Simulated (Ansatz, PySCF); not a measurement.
The pair A = CH4 (SMILES C) (first 5 atoms), B = CH2O2 (SMILES O=CO); geometry from B3LYP-D3(BJ)/def2-TZVP.
(charge 0, multiplicity 1):
```json
[
 {"atom": "C", "x (Å)": "-0.0682", "y (Å)": "0.0225", "z (Å)": "0.0979"},
 {"atom": "H", "x (Å)": "0.1341", "y (Å)": "-0.2322", "z (Å)": "-0.9411"},
 {"atom": "H", "x (Å)": "0.6339", "y (Å)": "-0.5068", "z (Å)": "0.7414"},
 {"atom": "H", "x (Å)": "0.0487", "y (Å)": "1.0998", "z (Å)": "0.2224"},
 {"atom": "H", "x (Å)": "-1.0909", "y (Å)": "-0.2728", "z (Å)": "0.3365"},
 {"atom": "O", "x (Å)": "1.1218", "y (Å)": "-0.6706", "z (Å)": "3.5805"},
 {"atom": "C", "x (Å)": "0.3028", "y (Å)": "0.0575", "z (Å)": "4.0643"},
 {"atom": "O", "x (Å)": "-0.6175", "y (Å)": "0.7542", "z (Å)": "3.3803"},
 {"atom": "H", "x (Å)": "0.1928", "y (Å)": "0.2548", "z (Å)": "5.1384"},
 {"atom": "H", "x (Å)": "-0.4992", "y (Å)": "0.5630", "z (Å)": "2.4337"}
]
```

Cores are frozen in the correlated methods. CBS(a, b) extrapolates the correlation energy as X⁻³ and adds the Hartree–Fock energy of set b. MP2 and its Hartree–Fock in aug-cc-pVTZ are density fitted.

The values were computed with Ansatz (Gaussian basis) for Hartree–Fock, density functionals and correlated methods; PySCF for the dispersion terms. 

The monomers are drawn apart, rigid, along the line of their centres of mass. Counterpoise-corrected interaction energies (kcal/mol):

```csv
level,R = 4.539 Å,R = 5.513 Å
PBE/def2-TZVPPD,-0.5628,-0.1628
PBE-D3(BJ)/def2-TZVPPD,-0.9073,-0.2771
wB97M-V/def2-TZVPPD,-0.6751,-0.2238
"MP2/CBS(aug-cc-pVDZ, aug-cc-pVTZ) + ΔCCSD(T)/aug-cc-pVDZ",-0.7144,-0.2217
```

**Question.** R is the distance of the centres of mass. Find the local exponent m of E ∝ R⁻ᵐ between the two points.

**Answer.** 
m = ln(E₁/E₂)/ln(R₂/R₁): PBE/def2-TZVPPD 6.4; PBE-D3(BJ)/def2-TZVPPD 6.1; wB97M-V/def2-TZVPPD 5.7; MP2/CBS(aug-cc-pVDZ, aug-cc-pVTZ) + ΔCCSD(T)/aug-cc-pVDZ 6.0. For scale, two fixed dipoles give m = 3, dipole and quadrupole 4, quadrupoles 5, and dispersion or dipole-induced dipole 6 at long range; at these distances several terms mix, and what is left of overlap and damping shifts m, so it need not match one of them.

Ansatz is a quantum-chemistry and plane-wave program.
